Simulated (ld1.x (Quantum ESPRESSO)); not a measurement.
**Building the TM semilocal potential for thallium (PBE, scalar-relativistic).**

ld1.x (Quantum ESPRESSO) 7.5 input, shortened:

```
&input
   title='Tl', zed=81., rel=1, dft='PBE', iswitch=3,
   config='[Xe] 4f14 5d10 6s1 6p2'
 /
 &inputp
   pseudotype=1, tm=.true., lloc=0,
   nlcc=.true., rcore=1.15
 /
2
6P  2  1   2.00   0.00  2.30  2.30  0.0
6S  1  0   1.00   0.00  1.95  1.95  0.0
 &test
   configts(1)='6s1 6p2'
 /
```

Poles of the logarithmic derivatives, all-electron (AE) and pseudo (PS). s: poles at 1.1 (AE) and 1.0 (PS) Ry. p: poles at 3.0 (AE) and 2.6 (PS) Ry. Test radius 2.49 bohr.

* Cutoffs needed: 18 Ry and 30 Ry (the cutoffs (Ry, on a coarse ladder) from which the occupation-weighted sum of valence levels, in a spherical-Bessel basis at the reference potential, stays within 10 and 1 mRy of its value at 400 Ry)
* Ghost test: no extra level below or beside the all-electron valence levels (p, s tested); the semilocal form is local in each channel, so this says nothing of the separable form that plane-wave codes build from it (spherical-Bessel basis up to 400 Ry, 20 bohr box)
* Largest excitation error: -172 meV (all-electron minus pseudo) for 6s1 6p0, out of 7 test configurations
